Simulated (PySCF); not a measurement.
# Electronic absorption of C4H9PSe

Compound: C4H9PSe.
InChI=1S/C4H9PSe/c1-4-3-5(4,2)6/h4H,3H2,1-2H3/t4-,5-/m1/s1

The calculation used PySCF 2.14.0, density-fitted response routines, TDDFT CAM-B3LYP/def2-SVPD, vertical, gas phase, core orbitals frozen in the response. Geometry: PBE0-D3(BJ)/def2-SVP; no solvent, vibrations or thermal averaging. Relativistic effects, spin–orbit coupling among them, are left out although an element past zinc is present.

Problem. List the vertical singlet excitations with oscillator strengths and describe the spectrum.

Solution. 

```tsv
state	E (eV)	E (kJ/mol)	λ (nm)	f	|μ| (D)	main configurations (H = HOMO, L = LUMO)
S1	4.56	440	272.0	0.011	0.81	H→L+1 (49%), H→L (41%)
S2	4.86	469	255.0	0.014	0.86	H-1→L+1 (53%), H-1→L (37%)
S3	5.46	527	226.9	0.013	0.79	H-1→L+2 (60%), H→L (10%), H→L+2 (10%)
S4	5.57	537	222.7	0.024	1.07	H→L (29%), H→L+1 (24%), H-1→L+2 (21%)
S5	5.59	540	221.7	0.129	2.47	H→L+2 (56%), H→L+5 (12%)
S6	5.91	570	209.9	0.081	1.91	H-1→L (41%), H-1→L+1 (29%)
S7	6.10	588	203.4	0.031	1.16	H→L+6 (64%), H→L+4 (11%)
S8	6.32	610	196.1	0.0051	0.46	H→L+4 (55%), H→L+3 (32%)
S9	6.46	623	192.0	0.019	0.87	H→L+3 (38%), H→L+6 (14%), H→L+4 (12%)
S10	6.53	630	189.8	0.021	0.91	H→L+5 (45%), H→L+7 (19%)
```

Triplets, Tamm–Dancoff:

```csv
state,E (eV),λ (nm),"main configurations (H = HOMO, L = LUMO)"
T1,4.05,305.9,"H→L+1 (51%), H→L (35%)"
T2,4.28,289.6,"H-1→L+1 (51%), H-1→L (34%)"
T3,4.74,261.6,"H→L+2 (78%), H→L+5 (9%)"
T4,5.28,234.9,"H-1→L+2 (74%), H-1→L+5 (8%)"
```

The lowest singlet comes at 272 nm (440 kJ/mol) in the ultraviolet; it is weak; its leading configuration is HOMO→LUMO+1 (49%). The strongest level in the table is S5 at 5.59 eV (222 nm, f = 0.129). Löwdin shares by element: HOMO selenium 70%, phosphorus 15%, carbon 11% or more; LUMO carbon 24% or more, selenium 22%, hydrogen 9% or more (atoms not listed hold the other 46%). Weighted by f, the mean energy of these states is 5.75 eV. The oscillator strengths of these states sum to 0.348; summed over the whole spectrum of an exact calculation they would give the number of electrons, 82 (Thomas–Reiche–Kuhn). Orbital energies (eV): HOMO-3 -10.37, HOMO-2 -10.10, HOMO-1 -7.39, HOMO -7.07, LUMO 0.82, LUMO+1 1.10, LUMO+2 1.48. The vertical ionisation energy (ΔSCF) is 7.82 eV, 1.29 eV above S10. The window holds the lowest 10 singlets.
